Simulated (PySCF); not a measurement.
Radial density of Cu+ (copper, charge +1)

UHF, [Ar] 3d9 4s1, high-spin 3D determinant (an excited configuration). Calculation: PySCF 2.14, in ANO-RCC-VTZP; the spin-free X2C one-electron Hamiltonian (Gaussian nucleus).

```tsv
r (bohr)	4πr²ρ (e/bohr)	4πr²(ρα − ρβ)
0.000713	0.1717	0.0001
0.00120	0.4317	0.0002
0.00202	1.067	0.0004
0.00339	2.565	0.0009
0.00570	5.893	0.0021
0.00959	12.49	0.0044
0.0161	23.01	0.0077
0.0271	33.40	0.0094
0.0457	33.91	0.0047
0.0768	27.84	0.0043
0.129	36.70	0.0555
0.217	34.77	0.2228
0.365	17.49	0.7451
0.615	22.71	1.1521
1.03	10.73	0.6605
1.74	1.970	0.4979
2.93	0.4640	0.3633
4.92	0.04127	0.0395
13.9	2.391e-05	0.0000
```

Densities and radii are taken from the X2C orbitals without a picture-change correction, which distorts them close to the nucleus.
